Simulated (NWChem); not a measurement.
Molecule: TiH$_{2}$Cl$_{2}$; SMILES [Cl][TiH2][Cl]

```xyz
5

Ti     0.0000     0.0000    -0.5974
Cl     1.8904     0.0000     0.4776
Cl    -1.8904     0.0000     0.4776
H      0.0000    -1.3463    -1.6030
H      0.0000     1.3463    -1.6030
```
Atoms are numbered in this order, from 1.

Program: NWChem. Coordinates come from a B3LYP/6-31G* (spherical d) optimisation. Vzz is the largest principal value of the second derivative of the potential at the nucleus (NWChem prints the opposite sign); η is the asymmetry. Non-relativistic.

Q: What does the run give for Hartree-Fock/def2-TZVP? Quantities: Vzz Ti1 (a.u.); η Ti1; Vzz Cl3 (a.u.); η Cl3.

A: 
```yaml
Vzz Ti1 (a.u.): -0.164
"η Ti1": 0.55
Vzz Cl3 (a.u.): 0.359
"η Cl3": 0.28
```
